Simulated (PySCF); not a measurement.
A calculated (r2SCAN, PySCF 2.14, Sapporo-DKH3-DZP-2012, scalar relativity by spin-free X2C-1e) atom or ion has these occupied shells.

```json
{"shell": "1s", "electrons": "2", "orbital energy (eV)": "-4446.2", "rms radius, mean of both spins (bohr)": "0.0845"}
{"shell": "2s", "electrons": "2", "orbital energy (eV)": "-514.30", "rms radius, mean of both spins (bohr)": "0.372"}
{"shell": "2p", "electrons": "6", "orbital energy (eV)": "-425.89", "rms radius, mean of both spins (bohr)": "0.341"}
{"shell": "3s", "electrons": "2", "orbital energy (eV)": "-88.219", "rms radius, mean of both spins (bohr)": "1.13"}
{"shell": "3p", "electrons": "6", "orbital energy (eV)": "-65.408", "rms radius, mean of both spins (bohr)": "1.22"}
```

**Question.** Name the element and its charge.

**Answer.** Sc³⁺ (scandium, charge +3), in [Ar], closed-shell 1S.
